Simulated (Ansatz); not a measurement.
A short molecular-dynamics run on AsBF₃H₃.

```yaml
crystal:
  periodic: [false, false, false]
  atoms:
    - {symbol: F, position_ang: [0.551969, -1.549248, 1.621633]}
    - {symbol: B, position_ang: [1.065479, -1.465777, 0.413780]}
    - {symbol: F, position_ang: [0.557575, -2.183180, -0.564395]}
    - {symbol: F, position_ang: [2.174677, -0.786451, 0.219648]}
    - {symbol: As, position_ang: [-0.713535, 0.996670, -0.299254]}
    - {symbol: H, position_ang: [-0.639297, 2.304094, 0.466227]}
    - {symbol: H, position_ang: [-0.675549, 1.677648, -1.654125]}
    - {symbol: H, position_ang: [-2.229119, 0.949244, -0.259316]}
basis:
  gaussian: {orbitals: "6-31G*"}
hamiltonian: {xc: {name: revPBE}, dispersion: d4}
md: {timestep: 0.5 fs, n_steps: 20, ensemble: nvt_nose_hoover, temperature: 1000, initial_velocities: maxwell_boltzmann, seed: 129}
```

```sh
$ ansatz run in.yaml --threads 4 --pin off --events-out ev --progress --plain --max-ram 10444MiB
```

```csv
step,time (fs),potential energy (eV),kinetic (eV),T (K),conserved (eV)
0,0.0,-69705.9309,0.7756,1000,-69705.1553
1,0.5,-69705.9451,0.7897,1018,-69705.1554
2,1.0,-69705.9438,0.7886,1017,-69705.1552
3,1.5,-69705.9285,0.7734,997,-69705.1550
4,2.0,-69705.9021,0.7473,964,-69705.1548
5,2.5,-69705.8684,0.7139,920,-69705.1545
6,3.0,-69705.8314,0.6772,873,-69705.1543
7,3.5,-69705.7950,0.6409,826,-69705.1541
8,4.0,-69705.7623,0.6084,784,-69705.1539
9,4.5,-69705.7362,0.5824,751,-69705.1538
10,5.0,-69705.7184,0.5647,728,-69705.1537
11,5.5,-69705.7099,0.5562,717,-69705.1537
12,6.0,-69705.7108,0.5571,718,-69705.1538
13,6.5,-69705.7201,0.5663,730,-69705.1539
14,7.0,-69705.7359,0.5821,750,-69705.1541
15,7.5,-69705.7556,0.6016,776,-69705.1543
16,8.0,-69705.7757,0.6215,801,-69705.1546
17,8.5,-69705.7924,0.6380,823,-69705.1548
18,9.0,-69705.8018,0.6473,835,-69705.1550
19,9.5,-69705.8006,0.6461,833,-69705.1552
20,10.0,-69705.7869,0.6325,816,-69705.1552
```

Velocities are drawn at the set temperature; a run this short doesn't reach equilibrium.

Frames (Å, forces in eV/Å):

```xyz
8
time=0.0 fs
F     0.552   -1.549    1.622   -0.463   -0.028    1.005
B     1.065   -1.466    0.414    0.025   -0.035    0.009
F     0.558   -2.183   -0.564   -0.458   -0.562   -0.836
F     2.175   -0.786    0.220    0.904    0.615   -0.176
As   -0.714    0.997   -0.299    0.446   -0.617    0.175
H    -0.639    2.304    0.466   -0.033    0.353    0.147
H    -0.676    1.678   -1.654   -0.041    0.217   -0.314
H    -2.229    0.949   -0.259   -0.379    0.058   -0.011
8
time=0.5 fs
F     0.550   -1.549    1.625   -0.501   -0.051    1.041
B     1.061   -1.469    0.418    0.273    0.045   -0.278
F     0.562   -2.187   -0.568   -0.448   -0.495   -0.666
F     2.173   -0.785    0.216    0.686    0.495   -0.092
As   -0.713    0.997   -0.299    0.242   -0.251    0.342
H    -0.639    2.334    0.464   -0.056   -0.008   -0.079
H    -0.686    1.661   -1.666   -0.039    0.198   -0.255
H    -2.241    0.948   -0.252   -0.157    0.067   -0.012
8
time=1.0 fs
F     0.548   -1.548    1.628   -0.535   -0.072    1.069
B     1.057   -1.471    0.422    0.511    0.117   -0.563
F     0.567   -2.191   -0.572   -0.437   -0.424   -0.492
F     2.172   -0.783    0.213    0.474    0.377   -0.008
As   -0.712    0.998   -0.298    0.039    0.090    0.463
H    -0.639    2.364    0.462   -0.075   -0.336   -0.275
H    -0.697    1.645   -1.679   -0.037    0.173   -0.178
H    -2.253    0.946   -0.245    0.060    0.076   -0.016
8
time=1.5 fs
F     0.546   -1.548    1.631   -0.563   -0.092    1.085
B     1.053   -1.474    0.427    0.734    0.182   -0.838
F     0.572   -2.196   -0.576   -0.425   -0.351   -0.315
F     2.171   -0.781    0.210    0.269    0.262    0.075
As   -0.712    0.999   -0.298   -0.154    0.395    0.539
H    -0.640    2.393    0.459   -0.090   -0.622   -0.438
H    -0.708    1.629   -1.693   -0.034    0.144   -0.087
H    -2.265    0.945   -0.238    0.262    0.083   -0.020
8
time=2.0 fs
F     0.544   -1.548    1.634   -0.583   -0.111    1.086
B     1.049   -1.477    0.431    0.939    0.239   -1.098
F     0.577   -2.200   -0.580   -0.413   -0.276   -0.137
F     2.169   -0.779    0.207    0.075    0.153    0.157
As   -0.711    1.000   -0.297   -0.331    0.659    0.574
H    -0.640    2.421    0.455   -0.101   -0.865   -0.569
H    -0.719    1.614   -1.706   -0.028    0.112    0.013
H    -2.276    0.944   -0.231    0.443    0.090   -0.026
8
time=2.5 fs
F     0.542   -1.547    1.637   -0.595   -0.128    1.070
B     1.045   -1.479    0.434    1.123    0.288   -1.336
F     0.581   -2.204   -0.585   -0.401   -0.203    0.038
F     2.168   -0.777    0.204   -0.107    0.050    0.236
As   -0.711    1.000   -0.296   -0.489    0.882    0.574
H    -0.641    2.446    0.450   -0.108   -1.063   -0.669
H    -0.730    1.599   -1.719   -0.021    0.079    0.117
H    -2.287    0.943   -0.224    0.599    0.094   -0.031
8
time=3.0 fs
F     0.539   -1.547    1.641   -0.597   -0.143    1.033
B     1.041   -1.482    0.438    1.284    0.329   -1.546
F     0.586   -2.208   -0.589   -0.390   -0.130    0.210
F     2.167   -0.776    0.200   -0.274   -0.045    0.312
As   -0.710    1.001   -0.296   -0.625    1.064    0.547
H    -0.642    2.469    0.443   -0.113   -1.220   -0.742
H    -0.741    1.584   -1.733   -0.012    0.048    0.222
H    -2.296    0.943   -0.217    0.728    0.097   -0.036
8
time=3.5 fs
F     0.537   -1.547    1.645   -0.589   -0.156    0.974
B     1.038   -1.484    0.441    1.418    0.364   -1.724
F     0.590   -2.213   -0.593   -0.380   -0.060    0.376
F     2.166   -0.774    0.197   -0.426   -0.133    0.384
As   -0.710    1.002   -0.295   -0.738    1.207    0.499
H    -0.643    2.490    0.434   -0.114   -1.339   -0.791
H    -0.752    1.570   -1.745   -0.001    0.020    0.322
H    -2.303    0.943   -0.210    0.829    0.098   -0.041
8
time=4.0 fs
F     0.535   -1.546    1.648   -0.568   -0.168    0.890
B     1.035   -1.487    0.444    1.527    0.391   -1.866
F     0.595   -2.217   -0.597   -0.372    0.006    0.535
F     2.164   -0.772    0.194   -0.562   -0.213    0.452
As   -0.709    1.003   -0.295   -0.827    1.313    0.437
H    -0.645    2.507    0.423   -0.112   -1.424   -0.819
H    -0.763    1.555   -1.757    0.012   -0.004    0.414
H    -2.308    0.942   -0.203    0.902    0.098   -0.044
8
time=4.5 fs
F     0.532   -1.546    1.652   -0.536   -0.178    0.782
B     1.032   -1.489    0.446    1.608    0.413   -1.970
F     0.599   -2.221   -0.601   -0.364    0.069    0.686
F     2.163   -0.770    0.191   -0.682   -0.284    0.515
As   -0.709    1.004   -0.294   -0.890    1.384    0.366
H    -0.647    2.520    0.411   -0.109   -1.476   -0.829
H    -0.774    1.540   -1.768    0.026   -0.024    0.495
H    -2.311    0.943   -0.196    0.947    0.095   -0.045
8
time=5.0 fs
F     0.530   -1.546    1.656   -0.492   -0.187    0.649
B     1.030   -1.491    0.448    1.663    0.430   -2.036
F     0.604   -2.225   -0.605   -0.357    0.128    0.828
F     2.161   -0.768    0.188   -0.785   -0.347    0.572
As   -0.708    1.005   -0.293   -0.929    1.421    0.289
H    -0.649    2.530    0.396   -0.103   -1.497   -0.821
H    -0.785    1.525   -1.778    0.041   -0.038    0.564
H    -2.312    0.943   -0.190    0.963    0.091   -0.045
8
time=5.5 fs
F     0.527   -1.545    1.660   -0.438   -0.195    0.493
B     1.028   -1.493    0.449    1.691    0.441   -2.062
F     0.608   -2.230   -0.608   -0.351    0.183    0.959
F     2.160   -0.766    0.185   -0.873   -0.402    0.624
As   -0.708    1.006   -0.293   -0.942    1.423    0.209
H    -0.651    2.536    0.380   -0.095   -1.487   -0.799
H    -0.796    1.511   -1.786    0.056   -0.048    0.618
H    -2.310    0.944   -0.183    0.952    0.084   -0.042
8
time=6.0 fs
F     0.524   -1.545    1.665   -0.372   -0.201    0.316
B     1.026   -1.495    0.450    1.694    0.448   -2.051
F     0.612   -2.234   -0.612   -0.347    0.232    1.080
F     2.158   -0.765    0.183   -0.944   -0.449    0.671
As   -0.708    1.007   -0.292   -0.929    1.391    0.129
H    -0.654    2.539    0.361   -0.086   -1.445   -0.761
H    -0.806    1.496   -1.793    0.071   -0.052    0.655
H    -2.306    0.944   -0.177    0.913    0.076   -0.038
8
time=6.5 fs
F     0.522   -1.545    1.669   -0.298   -0.206    0.120
B     1.025   -1.497    0.451    1.674    0.451   -2.005
F     0.617   -2.238   -0.616   -0.343    0.277    1.189
F     2.156   -0.763    0.180   -1.000   -0.488    0.712
As   -0.707    1.008   -0.291   -0.889    1.321    0.048
H    -0.657    2.539    0.341   -0.074   -1.369   -0.709
H    -0.817    1.481   -1.798    0.086   -0.052    0.676
H    -2.300    0.945   -0.171    0.845    0.066   -0.030
8
time=7.0 fs
F     0.519   -1.545    1.673   -0.215   -0.211   -0.091
B     1.025   -1.499    0.451    1.631    0.450   -1.927
F     0.621   -2.242   -0.619   -0.341    0.317    1.288
F     2.154   -0.762    0.177   -1.041   -0.519    0.746
As   -0.707    1.009   -0.290   -0.823    1.212   -0.033
H    -0.659    2.535    0.319   -0.061   -1.256   -0.643
H    -0.827    1.465   -1.802    0.100   -0.048    0.678
H    -2.292    0.946   -0.164    0.750    0.054   -0.019
8
time=7.5 fs
F     0.516   -1.545    1.677   -0.127   -0.215   -0.313
B     1.024   -1.501    0.451    1.568    0.446   -1.820
F     0.625   -2.247   -0.622   -0.338    0.352    1.376
F     2.152   -0.760    0.175   -1.068   -0.542    0.776
As   -0.707    1.010   -0.290   -0.730    1.061   -0.114
H    -0.663    2.528    0.296   -0.045   -1.101   -0.561
H    -0.837    1.450   -1.804    0.113   -0.040    0.663
H    -2.282    0.948   -0.158    0.628    0.040   -0.005
8
time=8.0 fs
F     0.513   -1.544    1.681   -0.033   -0.219   -0.544
B     1.024   -1.503    0.450    1.486    0.437   -1.690
F     0.629   -2.251   -0.625   -0.337    0.383    1.453
F     2.150   -0.759    0.172   -1.080   -0.557    0.800
As   -0.706    1.011   -0.289   -0.612    0.862   -0.195
H    -0.666    2.518    0.271   -0.027   -0.901   -0.464
H    -0.847    1.435   -1.805    0.124   -0.030    0.628
H    -2.271    0.949   -0.152    0.479    0.024    0.012
8
time=8.5 fs
F     0.510   -1.544    1.685    0.064   -0.223   -0.778
B     1.024   -1.504    0.449    1.389    0.425   -1.540
F     0.633   -2.255   -0.628   -0.336    0.409    1.519
F     2.148   -0.757    0.170   -1.079   -0.564    0.818
As   -0.706    1.012   -0.288   -0.468    0.615   -0.275
H    -0.669    2.507    0.245   -0.008   -0.651   -0.354
H    -0.857    1.419   -1.804    0.133   -0.017    0.576
H    -2.259    0.950   -0.146    0.306    0.005    0.033
8
time=9.0 fs
F     0.508   -1.544    1.689    0.162   -0.226   -1.012
B     1.025   -1.506    0.447    1.278    0.409   -1.374
F     0.637   -2.259   -0.631   -0.336    0.431    1.576
F     2.145   -0.756    0.168   -1.065   -0.564    0.831
As   -0.706    1.014   -0.288   -0.303    0.318   -0.353
H    -0.672    2.493    0.218    0.013   -0.350   -0.230
H    -0.866    1.404   -1.801    0.139   -0.004    0.505
H    -2.245    0.952   -0.140    0.111   -0.014    0.058
8
time=9.5 fs
F     0.505   -1.544    1.693    0.261   -0.228   -1.243
B     1.026   -1.507    0.445    1.155    0.389   -1.197
F     0.641   -2.263   -0.633   -0.337    0.449    1.622
F     2.143   -0.755    0.166   -1.038   -0.556    0.840
As   -0.706    1.015   -0.287   -0.120   -0.027   -0.427
H    -0.676    2.479    0.191    0.035   -0.001   -0.098
H    -0.875    1.388   -1.798    0.142    0.010    0.417
H    -2.232    0.953   -0.133   -0.098   -0.036    0.085
8
time=10.0 fs
F     0.502   -1.544    1.697    0.358   -0.231   -1.468
B     1.027   -1.508    0.443    1.022    0.364   -1.012
F     0.645   -2.267   -0.635   -0.338    0.463    1.660
F     2.140   -0.753    0.164   -1.000   -0.540    0.843
As   -0.706    1.016   -0.286    0.073   -0.410   -0.491
H    -0.679    2.465    0.163    0.057    0.387    0.039
H    -0.884    1.373   -1.793    0.141    0.024    0.314
H    -2.219    0.955   -0.127   -0.314   -0.057    0.115
```

It took 16 s on 4 threads of an AMD EPYC 7B13 on a shared host, with 0.41 GiB of host memory at the peak.
